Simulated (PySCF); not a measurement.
vinylidene fluoride cation (C2H2F2), SMILES C=C(F)F (connectivity only; charge and spin as stated), charge +1, multiplicity 2. Atoms are numbered in the order given.

```xyz
6

C      0.0000     0.0000     1.4080
C      0.0000     0.0000    -0.0092
F      0.0000     1.0655    -0.6818
F      0.0000    -1.0655    -0.6818
H      0.0000    -0.9579     1.9403
H      0.0000     0.9579     1.9403
```
Charge +1, spin multiplicity 2.

The structure is a stationary point at B3LYP-D3(BJ)/def2-SVP. The multiplicity is an assumed one; other spin states were not compared.

Method: B3LYP/pcH-1 (PySCF).

Unrestricted Kohn–Sham, ⟨S²⟩ = 0.752. Hyperfine tensors hold the contact and dipolar terms, without spin-orbit corrections.

Estimate the hyperfine couplings. (The exact figures need the calculation; the answer reports its results.)


```tsv
nucleus	A(iso) (MHz)	A(iso) (G)	dipolar principal values (MHz)
13C no. 1	58.5	20.9	-60.2, -59.5, 119.7
13C no. 2	-13.1	-4.7	-24.2, -18.6, 42.8
19F no. 3	63.3	22.6	-162.5, -159.0, 321.4
19F no. 4	63.3	22.6	-162.5, -159.0, 321.4
1H no. 5	-51.2	-18.3	-26.5, -5.1, 31.6
1H no. 6	-51.2	-18.3	-26.5, -5.1, 31.6
```

And the g tensor (effective nuclear charges for spin-orbit coupling, GIAO)? (Estimate from the structure and the level; the computed values follow.)

principal values 2.0021, 2.0039, 2.0055; isotropic 2.0039.
